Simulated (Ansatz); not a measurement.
The same ligand exchange along the group F, Cl, Br.

Calculated with Ansatz (gas phase, PBE0-D4/def2-TZVP geometries, no zero-point term in ΔE). CCSD(T)/CBS adds triple-zeta CCSD(T) − MP2 to the extrapolated MP2 energy (def2 sets, frozen cores). Functionals use def2-TZVPP. B3LYP here is the variant with VWN-RPA as its local correlation; programs differ in this. def2 core potentials past Kr. For Br, Cd, In outer-core shells are correlated without core-valence functions, which leaves a few kJ/mol of doubt a bond. Scalar relativity is left out up to krypton. Each species was taken in one conformer, which may not be the lowest.

```
                                                                                         reaction  B3LYP-D4 (eV)  B2PLYP (eV)  ωB97X-V (eV)  MP2/CBS(def2) (eV)
  `[F][In]([SH])[O][SiH3]` + `[OH][Cd][O][SiH3]` → `[SiH3][O][Cd][O][SiH3]` + `[OH][In]([F])[SH]`          -0.07        -0.07         -0.08               -0.04
`[SiH3][O][In]([SH])[Cl]` + `[OH][Cd][O][SiH3]` → `[SiH3][O][Cd][O][SiH3]` + `[OH][In]([SH])[Cl]`          -0.06        -0.07         -0.07               -0.03
`[SiH3][O][In]([SH])[Br]` + `[OH][Cd][O][SiH3]` → `[SiH3][O][Cd][O][SiH3]` + `[OH][In]([SH])[Br]`          -0.05        -0.06         -0.07               -0.02
```

(1) Give the CCSD(T)/CBS values in the same order. (An estimate is asked.)

Largest T1 diagnostic: 0.016, for `[OH][In]([F])[SH]`.

Results:

(1) Computed: -0.04, -0.03, -0.02 eV.
